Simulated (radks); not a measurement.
Values are calculated unless marked as measured or tabulated.
Effect of the nuclear size on neutral germanium, [Ar] 3d10 4s2 4p2. Level of theory: Dirac Kohn-Sham, exchange-only LDA, spin-unpolarised, spherical densities, finite nucleus; open shells are shared between the two j in proportion to 2j + 1; Fermi nuclear charge, rms radius 4.0742 fm (a radial shooting solver on a logarithmic mesh with Libxc functionals). The rms radius is varied about that value; shifts are against it.

| rms radius (fm) | total energy shift (eV) | density at nucleus (e/bohr^3) | 1s1/2 shift (meV) | 2s1/2 shift (meV) | 3p1/2 shift (meV) | 4s1/2 shift (meV) |
|---|---|---|---|---|---|---|
| 3.3612 | -0.108 | 3.195e+04 | -46.0 | -4.48 | 0.066 | -0.047 |
| 3.8053 | -0.0431 | 3.17e+04 | -18.3 | -1.78 | 0.026 | -0.019 |
| 4.0742 | 0 | 3.156e+04 | 0.000 | 0.000 | 0.000 | 0.000 |
| 4.3105 | 0.0401 | 3.145e+04 | 17.1 | 1.66 | -0.024 | 0.017 |
| 4.9624 | 0.162 | 3.117e+04 | 68.8 | 6.70 | -0.099 | 0.070 |

Slopes of the eigenvalues against <r^2> in GHz/fm^2, as finite differences over the two radii next to the reference (eigenvalue slopes, not the field-shift constants of lines): 1s1/2 2090, 2s1/2 203, 3p1/2 -3.00, 4s1/2 2.13.
